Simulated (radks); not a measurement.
The nuclear charge of neutral antimony is varied continuously with 51 electrons held in [Kr] 4d10 5s2 5p3. All-electron calculation, Dirac Kohn-Sham, PBE, spin-unpolarised, spherical densities, finite nucleus; open shells fill j = l - 1/2 first; Fermi nuclear charge, rms radius 4.6802 fm. Program: a radial shooting solver on a logarithmic mesh with Libxc functionals. By the Hellmann-Feynman theorem dE/dZ = E(electron-nucleus)/Z, the electronic potential at the nucleus (averaged over a nucleus of fixed radius).

\begin{tabular}{lrrrrr}
Z & E (hartree) & E(electron-nucleus)/Z (hartree) & HOMO & e(HOMO) (eV) & <r> HOMO (bohr) \\ \hline
50.8 & -6421.76688 & -306.999 & 5p3/2 & -3.052 & 3.121 \\
50.9 & -6452.50920 & -307.848 & 5p3/2 & -3.770 & 3.048 \\
51 & -6483.33638 & -308.696 & 5p3/2 & -4.516 & 2.982 \\
51.1 & -6514.24842 & -309.545 & 5p3/2 & -5.288 & 2.921 \\
51.2 & -6545.24529 & -310.393 & 5p3/2 & -6.085 & 2.865 \\
51.3 & -6576.32701 & -311.241 & 5p3/2 & -6.905 & 2.812 \\
51.4 & -6607.49355 & -312.090 & 5p3/2 & -7.749 & 2.763 \\
51.5 & -6638.74492 & -312.938 & 5p3/2 & -8.615 & 2.717 \\
51.6 & -6670.08113 & -313.786 & 5p3/2 & -9.502 & 2.673 \\
51.7 & -6701.50218 & -314.635 & 5p3/2 & -10.410 & 2.632 \\
51.8 & -6733.00809 & -315.483 & 5p3/2 & -11.339 & 2.593 \\
51.9 & -6764.59886 & -316.332 & 5p3/2 & -12.287 & 2.556 \\
52 & -6796.27451 & -317.181 & 5p3/2 & -13.255 & 2.521 \\
\end{tabular}

The central difference of E at Z = 51 is -308.696 hartree, to compare with the third column; the second derivative is -8.49 hartree.
